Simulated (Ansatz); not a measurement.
The same molecule with X = F, Cl, Br. Ansatz, PBE0-D4/def2-TZVP geometries, multiplicity 1. Each molecule was computed in one conformer, which needn't be the lowest.

Elements past krypton have def2 core potentials. Scalar relativity is left out up to krypton.

| X | molecule | mean X–Au bond length / Å | size of the dipole moment (PBE/def2-TZVPP) / D | size of the dipole moment (B3LYP/def2-TZVPP) / D | ideal-gas entropy at 298 K and 1 bar (rigid rotor, harmonic PBE0-D4/def2-TZVP) / J/(mol·K) |
| --- | --- | --- | --- | --- | --- |
| F | `[NH3+][Au-][F]` | 1.929 | 8.28 | 8.59 | 289 |
| Cl | `[NH3+][Au-][Cl]` | 2.232 | 8.46 | 8.70 | 302 |

**Question.** Give the row for X = Br, `[NH3+][Au-][Br]`. (Best estimate.)

**Answer.** Ansatz gave: 
| X | molecule | mean X–Au bond length / Å | size of the dipole moment (PBE/def2-TZVPP) / D | size of the dipole moment (B3LYP/def2-TZVPP) / D | ideal-gas entropy at 298 K and 1 bar (rigid rotor, harmonic PBE0-D4/def2-TZVP) / J/(mol·K) |
| --- | --- | --- | --- | --- | --- |
| Br | `[NH3+][Au-][Br]` | 2.358 | 8.46 | 8.71 | 314 |

From F to Br the mean X–Au bond length rises at each step, by 0.429 Å in all; the ideal-gas entropy at 298 K and 1 bar (rigid rotor, harmonic PBE0-D4/def2-TZVP) rises at each step, by 25 J/(mol·K) in all. Bonds lengthen as the atom grows down the group. Dipoles are sizes alone, and their direction can turn along the series.

B3LYP here is the variant with VWN-RPA as its local correlation; programs differ in this.
